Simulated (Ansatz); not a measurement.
The Mg1–H2 bond of CH4Mg (SMILES [CH3][MgH]) is stretched (multiplicity 1, the rest rigid).
Geometry at rest (charge 0, multiplicity 1):
```xyz
6

Mg    -0.72812    -0.38871    -0.10749
H     -2.21912    -1.18469    -0.32759
C      1.09920     0.58682     0.16227
H      1.57195     0.30753     1.10856
H      0.98073     1.67440     0.17041
H      1.80863     0.34637    -0.63514
```

Cores are frozen in the correlated methods.

Codes used: Ansatz (a quantum-chemistry and plane-wave program). 

Energies above the point at 1.704 Å (the B3LYP-D3(BJ) bond length), FIC-MRCISD+Q on CASSCF(2,2)/def2-TZVPPD (kcal/mol): 4.23 at 1.534 Å; 2.29 at 1.875 Å; 71.69 at 5.454 Å.

### Question
Take the last value as the depth D of a Morse curve D(1 − e^(−a(R − R₀)))², fit a and R₀ to the two near points, and test it at 2.301 and 2.983 Å.

### Answer

With D = 71.7, both near points (counted from the curve's value at 1.704 Å) are met by a = 1.22 Å⁻¹ and R₀ = 1.713 Å, so k = 2Da² = 212 kcal/(mol Å²). The curve then gives 18.7 and 44.3 kcal/mol; the level itself gives 19.1 and 47.6, so Morse is off by -0.4 and -3.2.
